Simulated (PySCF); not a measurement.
InF2, SMILES [F][In+][F], charge +1. Geometry: r2SCAN-D4/def2-TZVP. The spin state was assumed, not searched. The isomer is the one that the SMILES or the coordinates give; other isomers of the formula were not compared. The def2 effective core potentials stand for the cores of In; spin–orbit coupling is left out.

Computed equilibrium geometry at r2SCAN-D4/def2-TZVP (PySCF confirms it by a frequency run) as Cartesian coordinates in Å, and its point group:
point group D∞h.
```xyz
3

In     0.0000     0.0000     0.0000
F      0.0000     0.0000    -1.8459
F      0.0000     0.0000     1.8459
```
Charge +1, spin multiplicity 1.
